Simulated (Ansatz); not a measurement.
Isolated molecules relaxed with PBE0-D4/def2-TZVP in Ansatz; ΔE leaves out vibrations. CCSD(T)/CBS adds triple-zeta CCSD(T) − MP2 to the extrapolated MP2 energy (def2 sets, frozen cores). This one scheme is used for every species. DFT in def2-TZVPP. def2 core potentials past Kr. For Ta outer-core shells are correlated without core-valence functions, which leaves a few kJ/mol of doubt a bond. One conformer a species, not always the lowest.

Reaction (formal hydrolysis of a Ta–Cl bond): `[F][Ta]([F])([F])([F])[Cl]` + H₂O → `[OH][Ta]([F])([F])([F])[F]` + HCl

```tsv
level	ΔE (kcal/mol)
PBE-D4	1.4
r2SCAN0-D4	0.8
ωB97M-V	-0.1
B2PLYP	-0.3
PBE-QIDH	0.8
r2SCAN	0.9
HF/def2-SVP	-5.0
SCS-MP2/def2-TZVPP	-0.4
```

(1) What does CCSD(T)/CBS give? (An estimate is asked.)

Largest T1 diagnostic among the species: 0.018.

Results:

(1) Computed: +0.4 kcal/mol. The listed levels differ from it by 1.0, 0.4, -0.5, -0.7, 0.4, 0.5, -5.4, -0.8 kcal/mol.

Leaving LDA and LC-ωPBE aside and taking each functional with its dispersion term where it has one, the values, not all of them listed here, spread over 3.6 kcal/mol, from CAM-B3LYP-D4 to revPBE-D4. LDA lies −1.7 kcal/mol from PBE without D4. At CCSD(T), def2-SVP lies −6.0 kcal/mol from the extrapolated value and def2-TZVPP −0.9 kcal/mol.
